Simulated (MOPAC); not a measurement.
MOPAC input (PM3):

```
PM3 FORCE THERMO(298,298) PRECISE LET CHARGE=-1 GEO-OK AUX(PRECISION=9) THREADS=1
CH6BO2Si

C    -2.23260608 1   -0.35885250 1    0.31806397 1
Si   -0.68506640 1   -0.93581634 1   -0.04363233 1
B     0.75366536 1    0.33624267 1   -0.08668776 1
O     2.13752973 1    0.26886337 1   -0.33869030 1
O     0.71697787 1    1.71477836 1    0.14453956 1
H    -2.90361972 1    0.03660781 1   -0.42790236 1
H    -2.59955115 1   -0.24761878 1    1.32607665 1
H    -0.53957194 1   -1.51729569 1   -1.43363498 1
H    -0.12276271 1   -1.90703353 1    0.97220586 1
H     2.42820648 1   -0.60869911 1   -0.53256469 1
H    -0.16341224 1    1.99995587 1    0.34470037 1
```

From the output:

```
     H   11   0.006374   0.005957   0.005952   0.064339   8.598074

          HEAT OF FORMATION =    -145.366726 KCALS/MOLE

          ZERO POINT ENERGY      45.352 KCAL/MOL

           NORMAL COORDINATE ANALYSIS (Total motion = 1 Angstrom)

   Root No.       1         2         3         4         5         6         7         8

                 1 A"      1 A'      2 A"      2 A'      3 A'      3 A"      4 A"      4 A'

                  42.6      97.0     211.4     273.9     318.2     349.8     462.8     484.8

           1    0.0000    0.0128   -0.0000   -0.0578   -0.0038   -0.0000    0.0000   -0.0137
           2   -0.0000    0.1174    0.0000   -0.0611   -0.0408    0.0000   -0.0000   -0.0049
           3    0.0689    0.0001   -0.0208    0.0000   -0.0000   -0.0059    0.0042    0.0000
           4   -0.0000    0.0149    0.0000   -0.0554    0.0014    0.0000   -0.0000   -0.0159
           5    0.0000   -0.0233   -0.0000   -0.0135    0.1135    0.0000    0.0000   -0.0425
           6   -0.0356    0.0000    0.0207    0.0000    0.0000    0.0001   -0.0096   -0.0000
           7   -0.0000    0.0273    0.0000    0.0831    0.0384    0.0001    0.0000    0.0573
           8    0.0000   -0.0355   -0.0000   -0.0085   -0.0348   -0.0001   -0.0000    0.1248
           9   -0.0055   -0.0000    0.0526   -0.0001   -0.0000    0.0874    0.0063    0.0000
          10    0.0000    0.0019   -0.0000    0.0545    0.0340   -0.0000   -0.0000    0.1212
          11   -0.0000    0.0408    0.0000    0.1043   -0.0404    0.0000    0.0000   -0.0402
          12    0.0643    0.0000   -0.0268    0.0000   -0.0001   -0.0264   -0.0418   -0.0001
          13   -0.0000   -0.0551   -0.0000    0.0359   -0.0546   -0.0000    0.0000   -0.1070
          14    0.0000   -0.0719    0.0000   -0.0267   -0.0849    0.0000   -0.0000    0.0629
          15   -0.0504   -0.0000   -0.0209   -0.0000    0.0000   -0.0175    0.0321    0.0001
          16   -0.0559    0.0177    0.0266   -0.0609   -0.0083    0.0153   -0.0280   -0.0161
          17    0.0544    0.1548    0.2586   -0.0532   -0.1055   -0.2245    0.0292    0.0073
          18    0.1089   -0.0005   -0.0224    0.0016   -0.0006   -0.0303    0.0252    0.0016
          19    0.0561    0.0177   -0.0266   -0.0609   -0.0083   -0.0153    0.0280   -0.0161
          20   -0.0545    0.1548   -0.2586   -0.0532   -0.1055    0.2245   -0.0292    0.0073
          21    0.1088    0.0007   -0.0227   -0.0016    0.0005   -0.0301    0.0251   -0.0015
          22   -0.0767   -0.0214    0.0204   -0.0755   -0.0105   -0.0625    0.0462   -0.0046
          23    0.0760   -0.0575    0.1526   -0.0310    0.0792    0.1278   -0.0452   -0.0185
          24   -0.1122   -0.0001   -0.0510   -0.0008    0.0030   -0.0907    0.0380   -0.0002
          25    0.0766   -0.0214   -0.0204   -0.0755   -0.0105    0.0623   -0.0461   -0.0046
          26   -0.0759   -0.0574   -0.1525   -0.0310    0.0792   -0.1277    0.0451   -0.0186
          27   -0.1124    0.0001   -0.0511    0.0009   -0.0030   -0.0910    0.0382    0.0001
          28    0.0001    0.0436    0.0000    0.1408    0.0128    0.0000    0.0003   -0.0920
          29   -0.0001    0.0759   -0.0000    0.1784   -0.0594   -0.0000   -0.0002   -0.2252
          30    0.1069    0.0000    0.0032    0.0000   -0.0001    0.0647    0.4189   -0.0001
          31   -0.0001   -0.0533    0.0000    0.0374   -0.0525    0.0000   -0.0002   -0.1017
          32    0.0001   -0.1469   -0.0000   -0.0476   -0.2010   -0.0000    0.0001   -0.2107
          33   -0.0891   -0.0001    0.0088   -0.0001   -0.0000    0.0063   -0.2419   -0.0000

   Root No.       9        10        11        12        13        14        15        16

                 5 A"      6 A"      5 A'      7 A"      6 A'      7 A'      8 A'      8 A"

                 495.1     588.8     640.7     699.9     704.1     796.1     838.5     844.5

           1    0.0000   -0.0000   -0.0121   -0.0000   -0.0040   -0.0818    0.1192   -0.0000
           2   -0.0000   -0.0000   -0.0686    0.0000   -0.0183    0.0098   -0.0058    0.0000
           3    0.0094   -0.0004   -0.0000   -0.0139   -0.0000    0.0000   -0.0001   -0.0667
           4   -0.0000    0.0000    0.0134    0.0000   -0.0134    0.0164   -0.0684    0.0000
           5    0.0000   -0.0000    0.0154   -0.0000   -0.0125    0.0056    0.0086   -0.0000
           6   -0.0313    0.0012    0.0000    0.0145    0.0000   -0.0000    0.0000    0.0208
           7    0.0001   -0.0000    0.0002   -0.0000    0.0002    0.0005    0.0045    0.0000
           8   -0.0000    0.0000    0.0023    0.0000   -0.0104    0.0025   -0.0059   -0.0000
           9    0.0737   -0.0299    0.0000   -0.0578   -0.0000    0.0000   -0.0000    0.0071
          10   -0.0000   -0.0000   -0.0030    0.0000    0.0053    0.0003   -0.0044   -0.0000
          11    0.0000    0.0000   -0.0034   -0.0000    0.0008    0.0007   -0.0050    0.0000
          12   -0.0053   -0.0062    0.0000    0.0058    0.0000    0.0000   -0.0000   -0.0005
          13   -0.0000   -0.0000   -0.0042    0.0000   -0.0004    0.0025   -0.0007   -0.0000
          14    0.0000    0.0000    0.0030   -0.0000   -0.0091   -0.0023    0.0089    0.0000
          15   -0.0231   -0.0226    0.0000    0.0079   -0.0000   -0.0000    0.0000   -0.0011
          16   -0.1025    0.0251    0.0130   -0.1141    0.0045   -0.0627    0.1037   -0.2534
          17    0.0103    0.0119    0.2972   -0.0726    0.1382   -0.0167    0.0294    0.0148
          18    0.0805   -0.0170    0.0043    0.0615    0.0020   -0.0106    0.0070    0.1114
          19    0.1026   -0.0251    0.0130    0.1142    0.0045   -0.0627    0.1037    0.2536
          20   -0.0104   -0.0119    0.2972    0.0725    0.1382   -0.0167    0.0294   -0.0150
          21    0.0804   -0.0170   -0.0039    0.0614   -0.0018    0.0106   -0.0071    0.1110
          22    0.1749   -0.0340   -0.0656    0.1855    0.1599    0.2933    0.1324   -0.1561
          23   -0.0803   -0.0222   -0.1161    0.2111    0.2686   -0.1176   -0.1036   -0.0628
          24    0.1055   -0.0055    0.0282   -0.0007   -0.0493    0.1964    0.1487   -0.0315
          25   -0.1748    0.0340   -0.0656   -0.1855    0.1599    0.2929    0.1323    0.1560
          26    0.0802    0.0222   -0.1161   -0.2111    0.2685   -0.1173   -0.1034    0.0629
          27    0.1058   -0.0055   -0.0282   -0.0007    0.0494   -0.1969   -0.1491   -0.0316
          28   -0.0000    0.0002   -0.0094    0.0000    0.0137    0.0053    0.0465    0.0000
          29    0.0000   -0.0002   -0.0090   -0.0000    0.0081    0.0050    0.0401    0.0000
          30   -0.0538    0.3097    0.0000    0.0227    0.0000    0.0000   -0.0001    0.0014
          31    0.0001    0.0003   -0.0038    0.0000    0.0001    0.0022    0.0003   -0.0000
          32   -0.0001   -0.0003    0.0170   -0.0000   -0.0129   -0.0106   -0.0624   -0.0000
          33    0.1029    0.4828    0.0000    0.0183   -0.0000   -0.0000    0.0000    0.0057

   Root No.      17        18        19        20        21        22        23        24

                 9 A'     10 A'     11 A'     12 A'     13 A'     14 A'      9 A"     10 A"

                 847.0     992.1    1207.0    1295.8    1316.5    1967.9    1968.7    3212.2

           1    0.0160    0.0001   -0.0031   -0.0067   -0.0504    0.0014   -0.0000   -0.0000
           2    0.0010    0.0031    0.0023   -0.0009    0.0018    0.0002    0.0000    0.0000
           3   -0.0000    0.0000   -0.0000   -0.0000    0.0000    0.0000   -0.0014   -0.0631
           4   -0.0102    0.0009   -0.0026   -0.0072   -0.0032    0.0134   -0.0000   -0.0000
           5    0.0018    0.0009   -0.0012   -0.0077    0.0004   -0.0125    0.0000    0.0000
           6    0.0000   -0.0000   -0.0000    0.0000    0.0000   -0.0000   -0.0260   -0.0006
           7   -0.0247   -0.0159    0.2342    0.0682   -0.0048    0.0013   -0.0000    0.0000
           8    0.0059   -0.0121   -0.0700    0.2416   -0.0204   -0.0018    0.0000   -0.0000
           9    0.0000    0.0000   -0.0002    0.0001   -0.0000   -0.0000   -0.0029   -0.0000
          10    0.0397    0.0430   -0.0924   -0.0837    0.0076   -0.0008    0.0000    0.0000
          11    0.0421   -0.0359   -0.0185   -0.0455    0.0043   -0.0003   -0.0000   -0.0000
          12   -0.0000   -0.0001    0.0001    0.0000   -0.0000   -0.0000    0.0002    0.0000
          13   -0.0030   -0.0525   -0.0475    0.0356   -0.0032   -0.0002    0.0000    0.0000
          14   -0.0549    0.0005    0.0533   -0.1204    0.0107   -0.0004   -0.0000   -0.0000
          15   -0.0000    0.0001    0.0001   -0.0001    0.0000    0.0000    0.0002   -0.0000
          16    0.0131    0.0003   -0.0065    0.0898    0.3528   -0.0004   -0.0022    0.2657
          17   -0.0007   -0.0073   -0.0125    0.0036   -0.0200   -0.0044    0.0066   -0.0237
          18    0.0011   -0.0006    0.0007   -0.0566   -0.2424    0.0022   -0.0013    0.3833
          19    0.0131    0.0003   -0.0065    0.0898    0.3531   -0.0003    0.0022   -0.2651
          20   -0.0008   -0.0074   -0.0125    0.0035   -0.0203   -0.0045   -0.0066    0.0232
          21   -0.0011    0.0007   -0.0007    0.0565    0.2419   -0.0022   -0.0013    0.3837
          22    0.0226    0.0013    0.0216    0.0022   -0.0108   -0.1942   -0.1997   -0.0008
          23   -0.0141   -0.0051    0.0170    0.0145    0.0039    0.1920    0.1984    0.0004
          24    0.0230    0.0029   -0.0051   -0.0032   -0.0032    0.3973    0.3850    0.0007
          25    0.0226    0.0013    0.0216    0.0022   -0.0108   -0.1947    0.2002    0.0008
          26   -0.0141   -0.0051    0.0170    0.0145    0.0039    0.1924   -0.1988   -0.0004
          27   -0.0231   -0.0029    0.0051    0.0032    0.0032   -0.3969    0.3844    0.0007
          28   -0.2891    0.3453   -0.1728    0.0953   -0.0092   -0.0010   -0.0000    0.0000
          29   -0.2491    0.2358   -0.0997    0.1218   -0.0114   -0.0004   -0.0000   -0.0000
          30    0.0000   -0.0001    0.0001    0.0000   -0.0000   -0.0000   -0.0006    0.0000
          31   -0.0067   -0.0536   -0.0379    0.0344   -0.0032    0.0001   -0.0000    0.0000
          32    0.3569    0.4189    0.2971    0.1086   -0.0093    0.0016    0.0000    0.0000
          33    0.0002    0.0003    0.0002    0.0000   -0.0000    0.0000   -0.0008   -0.0000

   Root No.      25        26        27

                15 A'     16 A'     17 A'

                3226.1    3912.0    3930.9

           1    0.0398   -0.0001   -0.0000
           2   -0.0033    0.0003   -0.0000
           3   -0.0000   -0.0000   -0.0000
           4    0.0008    0.0001    0.0000
           5    0.0000    0.0001    0.0000
           6    0.0000    0.0000    0.0000
           7   -0.0001   -0.0027    0.0015
           8    0.0002    0.0002   -0.0021
           9    0.0000    0.0000   -0.0000
          10   -0.0001    0.0028    0.0361
          11   -0.0001   -0.0025   -0.0405
          12    0.0000    0.0000   -0.0000
          13    0.0000   -0.0540    0.0034
          14   -0.0001   -0.0008    0.0006
          15   -0.0000    0.0000   -0.0000
          16   -0.2458    0.0003    0.0001
```

The dipole moment of an ion depends on the origin.
